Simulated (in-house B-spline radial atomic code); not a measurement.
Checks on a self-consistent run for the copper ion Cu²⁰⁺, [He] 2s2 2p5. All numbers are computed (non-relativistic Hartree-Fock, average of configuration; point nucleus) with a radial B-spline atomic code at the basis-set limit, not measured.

| orbital | q | ε (Eh) | <1/r> | <r²> |
| --- | --- | --- | --- | --- |
| 1s | 2 | -362.09772 | 28.5478 | 0.0037319 |
| 2s | 2 | -70.68034 | 6.40359 | 0.0624446 |
| 2p | 5 | -66.31435 | 6.3415 | 0.048516 |

Electron-electron repulsion V_ee = 184.1471 hartree, kinetic energy T = 1381.2750 hartree.

**Question.** What total energy follows from the eigenvalues?

**Answer.** The eigenvalues count the repulsion twice, so E = Σqε - V_ee = -1197.128 - 184.147 = -1381.275 hartree; the run printed -1381.275.

**Question.** What is the virial ratio?

**Answer.** -V/T = (T - E)/T = 2.000000; at the Hartree-Fock limit it is 2.

**Question.** What diamagnetic shielding (Lamb formula) and susceptibility (Langevin formula) do the radii give?

**Answer.** σ = (α²/3)Σq<1/r> = 101.61/(3·137.036²) = 1803.6 ppm, and χ = -0.79199×10⁻⁶·Σq<r²> = -0.2969×10⁻⁶ cm³/mol with Σq<r²> = 0.37493 bohr². Both are non-relativistic formulas without the paramagnetism of open shells.
